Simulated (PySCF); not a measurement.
## Spinor energies of P⁺ (phosphorus, charge +1)

Start: [Ne] 3s2 3p2; 3p3/2 filled at m_j = +1/2, +3/2. Calculated with PySCF 2.14 in x2c-TZVPall-2c (5s6p2d1f, 40 functions): generalised Hartree-Fock with the X2C-1e Hamiltonian and a Gaussian nucleus; one run each with spin-orbit coupling (SO) switched off, then screened by Boettger's factors. This is a chosen level, not necessarily the ground level.

```tsv
spinor shell	electrons	ε, spin-free (eV)	ε, screened SO (eV)	weight of nominal j (screened SO)	rms radius, screened SO (bohr)
1s1/2	2	-2193.2	-2193.2	1.000	0.120
2s1/2	2	-216.35	-216.36	1.000	0.560
2p1/2	2	-157.85	-158.54	0.874	0.538
2p3/2	4	-157.85	-157.52	0.937	0.540
3s1/2	2	-28.247	-28.251	0.999	1.99
3p3/2	2	-19.622	-19.613	0.819	2.31
```

```json
{"quantity": "E (hartree)", "spin-free": "-341.15843", "screened SO": "-341.15811"}
{"quantity": "M_J", "spin-free": "2", "screened SO": "2"}
{"quantity": "⟨J²⟩", "spin-free": "6.013", "screened SO": "6.012"}
{"quantity": "⟨L²⟩", "spin-free": "2.010", "screened SO": "2.013"}
{"quantity": "⟨S²⟩", "spin-free": "2.003", "screened SO": "2.002"}
```

Each row is a mean over spinors that exchange with the open shell spreads, by up to 5.520 eV (3s1/2).

Rows whose weight is well below 1 are mixtures of j = l ± 1/2: exchange outweighs spin-orbit coupling there, and the label is only the starting occupation.

Without spin-orbit coupling the j labels of p, d and f shells carry no meaning; the spin-free column gives the mean over the occupied spinors of each nl shell.
